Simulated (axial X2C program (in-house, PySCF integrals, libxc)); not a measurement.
Curves of AlCu⁺ by EOM-IP-CCSD

Computed with an in-house all-electron X2C program for linear molecules (integrals from PySCF): two-component X2C with atomic mean-field Coulomb and Gaunt terms, Gaussian nuclei, basis Cu dyall-cv3z, Al dyall-v3z with contracted cores.

Energies in eV from the lowest point of the lowest state; states are followed by energy order within each Ω. Reference: AlCu, 14 electrons correlated in 92 virtual spinors with an MP2 remainder; levels at this size can be off by some tenths of an eV. Masses 62.930 and 26.982 u.

```
R (Å)  (1)Ω=1/2  (1)Ω=5/2
2.180    0.1806    3.4447
2.275    0.0675    3.0905
2.370    0.0139    2.8381
2.477    0.0000    2.6468
2.583    0.0165    2.5292
2.725    0.0661    2.4587
```

Fit the curves (1)Ω=1/2 near their minima.

At EOM-IP-CCSD from AlCu (the fit fixes ωe to about one per cent; ωe of higher roots by this method can be off by ten per cent):

```csv
state,Te (cm⁻¹),Re (Å),ωe (cm⁻¹)
(1)Ω=1/2,0,2.464,201.1
```

For AlCu at CCSD, and between the minima:

Re = 2.373 Å, ωe = 271.6 cm⁻¹; removing the electron costs 6.693 eV without zero-point terms.

No minimum in range: (1)Ω=5/2; the order of states may turn beyond it. T1 of the reference reaches 0.036 (Lee–Taylor). Curves followed by order can swap character. Number of frozen shells: Cu 3 s, 2 p; Al 2 s, 1 p. Roots with under 60 % one-particle weight at any point are counted in the labels but not shown, and the list ends where the roots sought for some Ω run out; states that need a further excitation are missing and may lie low or lowest. Curves with a minimum but no constants failed the fit check.
